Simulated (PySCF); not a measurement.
Computed shifts of a molecule C4H10OSi, PySCF with PBE/pcSseg-1, GIAO, gas phase, atoms alike by connectivity averaged where their shifts nearly agree, in ppm (number of nuclei): ¹³C: 243.4 (1), 51.6 (1), 9.3 (1), -8.9 (1). ²⁹Si: -63.7 (1). ¹H: 4.73 (2), 3.03 (2), 1.22 (3), 0.55 (3). References: ¹³C against TMS (σ = 182.0 ppm); ¹⁷O against H2O (σ = 334.3 ppm); ²⁹Si against TMS (σ = 335.4 ppm); ¹H against TMS (σ = 31.49 ppm), references at their B3LYP-D3(BJ)/def2-TZVP geometries, non-relativistic. Geometry: PBE0-D3(BJ)/def2-SVP. A frequency run showed that this geometry is not a minimum. One conformer was computed; it need not be the lowest.

Q: Which structure fits?
A) C=CCCO[SiH3]
B) CCO/C=C/[SiH3]
C) CC1(C)C[SiH2]O1
D) CCC(=O)[SiH2]C

A: D, CCC(=O)[SiH2]C
